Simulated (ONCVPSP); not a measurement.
## Ranking ONCV potentials for technetium

All share these settings but for the change named:

Tc, optimised norm-conserving Vanderbilt (ONCV), made with ONCVPSP 4.0.1 (PBEsol, scalar-relativistic). Core [Kr], reference 4d5 5s2. Waves: 5s: rc 2.85 bohr, ncon 3, nbas 6, qcut 2.1 1/bohr, 2 projectors, debl 0.5 Ha; p scattering state at 0.08 Ha: rc 2.75 bohr, ncon 3, nbas 7, qcut 2.5 1/bohr, 3 projectors, debl 3.6 Ha; 4d: rc 2.40 bohr, ncon 4, nbas 8, qcut 7.9 1/bohr, 1 projector. Local part: polynomial inside 1.95 bohr (lpopt 5, dvloc0 6 Ha). Core correction: polynomial model core, fcfact 0.7.

In the p channel the program set the typed energies aside and used 0.050, 3.650, 7.250 Ha.

Test errors are all-electron minus pseudo excitation energies from the reference, over 4d5 5s1; 4d5 5s0; 4d4 5s0; 4d5 5s1 5p1. None of these files shows a bound ghost.

The base gives 256.3 meV.

Of 10 variants that were run, those that failed, showed a ghost or another fault, or gave nearly equal values are left out.

**Question.** Rank these variants by their largest absolute test error, smallest first.
A. s: rc 4.18
B. s: rc 2.98
C. s: rc 2.4
D. s: rc 2.68
E. s: rc 3.7

**Answer.** C (162.2 meV), D (207.4 meV), B (302.0 meV), E (691.2 meV), A (998.7 meV).
